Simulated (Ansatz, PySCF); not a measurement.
CHCl2, SMILES Cl[CH]Cl, multiplicity 2. Atoms are numbered in the order given.

```xyz
4

Cl    -0.0013    -0.1719    -1.4677
C      0.0749     0.6818     0.0000
Cl    -0.0013    -0.1719     1.4677
H     -0.2736     1.7046     0.0000
```
Charge 0, spin multiplicity 2.

The structure is a stationary point at r2SCAN-D4/def2-TZVP. The isomer is the one that the SMILES or the coordinates give; other isomers of the formula were not compared.

Two levels are set side by side: PBE-D3(BJ)/def2-TZVP (Ansatz, an electronic-structure program) and r2SCAN-D4/def2-TZVP (Ansatz). Each level has its own optimised geometry; the coordinates shown are those of the second. Frequencies come from the Hessian of PySCF at each geometry. Differences are taken from unrounded values.

```json
[
 {"quantity": "mean bond length (Å)", "r2SCAN-D4": "1.493"},
 {"quantity": "bond Cl1–C2 (Å)", "r2SCAN-D4": "1.700"},
 {"quantity": "bond C2–Cl3 (Å)", "r2SCAN-D4": "1.700"},
 {"quantity": "bond C2–H4 (Å)", "r2SCAN-D4": "1.080"},
 {"quantity": "highest harmonic wavenumber (cm⁻¹)", "r2SCAN-D4": "3217"},
 {"quantity": "mean harmonic wavenumber (cm⁻¹)", "r2SCAN-D4": "1136"},
 {"quantity": "zero-point energy (kcal/mol)", "r2SCAN-D4": "9.74"}
]
```

Task: What does PBE-D3(BJ) give, and how far is it from r2SCAN-D4? (The exact figures need the calculation; the answer reports its results.)

Result: 
```json
[
 {"quantity": "mean bond length (Å)", "PBE-D3(BJ)": "1.498", "PBE-D3(BJ) minus r2SCAN-D4": "0.005"},
 {"quantity": "bond Cl1–C2 (Å)", "PBE-D3(BJ)": "1.703", "PBE-D3(BJ) minus r2SCAN-D4": "0.004"},
 {"quantity": "bond C2–Cl3 (Å)", "PBE-D3(BJ)": "1.703", "PBE-D3(BJ) minus r2SCAN-D4": "0.004"},
 {"quantity": "bond C2–H4 (Å)", "PBE-D3(BJ)": "1.088", "PBE-D3(BJ) minus r2SCAN-D4": "0.007"},
 {"quantity": "highest harmonic wavenumber (cm⁻¹)", "PBE-D3(BJ)": "3149", "PBE-D3(BJ) minus r2SCAN-D4": "-68"},
 {"quantity": "mean harmonic wavenumber (cm⁻¹)", "PBE-D3(BJ)": "1108", "PBE-D3(BJ) minus r2SCAN-D4": "-28"},
 {"quantity": "zero-point energy (kcal/mol)", "PBE-D3(BJ)": "9.50", "PBE-D3(BJ) minus r2SCAN-D4": "-0.24"}
]
```
